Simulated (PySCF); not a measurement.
C2HF6Ga, SMILES [C](F)([GaH][C](F)(F)F)(F)F, PBE0/def2-SVP optimised geometry.

```
10

Ga    -0.21     0.71     0.00
C      1.80     0.71     0.00
F      2.33     1.86     0.46
F      2.25     0.56    -1.26
F      2.33    -0.28     0.73
C     -1.11    -1.10     0.00
F     -2.33    -1.07    -0.56
F     -1.26    -1.52     1.27
F     -0.40    -2.03    -0.65
H     -1.04     2.03     0.00
```

Density from PBE0/def2-TZVP run with PySCF at that geometry.

Minimum of the electron density along straight lines between bonded atoms, close to the bond critical point (lines longer than 1.1 times the sum of covalent radii, or with two minima, are not listed):

```
bond     length / Å  ρ at the minimum / e bohr⁻³  ∇²ρ there / e bohr⁻⁵  position (fraction from the first atom)
-------  ----------  ---------------------------  --------------------  ---------------------------------------
Ga1–C2        2.018                        0.113                  0.21                                     0.47
C2–F3         1.341                        0.281                 -0.37                                     0.34
C2–F4         1.347                        0.277                 -0.37                                     0.34
C2–F5         1.340                        0.281                 -0.37                                     0.34
Ga1–C6        2.018                        0.113                  0.21                                     0.47
C6–F7         1.341                        0.281                 -0.37                                     0.34
C6–F8         1.347                        0.277                 -0.37                                     0.34
C6–F9         1.340                        0.282                 -0.35                                     0.34
Ga1–H10       1.557                        0.119                  0.13                                     0.60
```
